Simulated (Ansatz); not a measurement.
Gas-phase electronic energies from Ansatz, PBE0-D4/def2-TZVP geometries. CCSD(T)/CBS adds triple-zeta CCSD(T) − MP2 to the extrapolated MP2 energy (def2 sets, frozen cores). This one scheme is used for every species. Functionals use def2-TZVPP. B3LYP here is the variant with VWN-RPA as its local correlation; programs differ in this. For Br outer-core shells are correlated without core-valence functions, which leaves a few kJ/mol of doubt a bond. Scalar relativity is left out up to krypton.

Consider the cleavage of the Si–Si bond: `[SiH3][SiH]1CO1` + HBr → `Br[SiH]1CO1` + SiH₄.

```json
{"level": "B3LYP-D4", "ΔE (eV)": "-0.98"}
{"level": "CAM-B3LYP-D4", "ΔE (eV)": "-1.01"}
{"level": "PBE-QIDH", "ΔE (eV)": "-1.02"}
{"level": "revPBE", "ΔE (eV)": "-0.87"}
```

Task: What does CCSD(T)/CBS give? (An estimate is asked.)

Result: Computed: -1.02 eV. The listed levels differ from it by 0.04, 0.01, 0.00, 0.15 eV.

Largest T1 diagnostic among the species: 0.015.

Leaving LDA and LC-ωPBE aside and taking each functional with its dispersion term where it has one, the values, not all of them listed here, spread over 0.20 eV, from BHLYP-D4 to PBE-D4. From PBE to PBE0 (25 % exact exchange), in def2-TZVPP and without D4, ΔE moves by −0.06 eV. In def2-TZVPP, CCSD(T) changes the Hartree–Fock value by +0.18 eV (the triples alone add +0.02 eV) and MP2 by +0.07 eV.
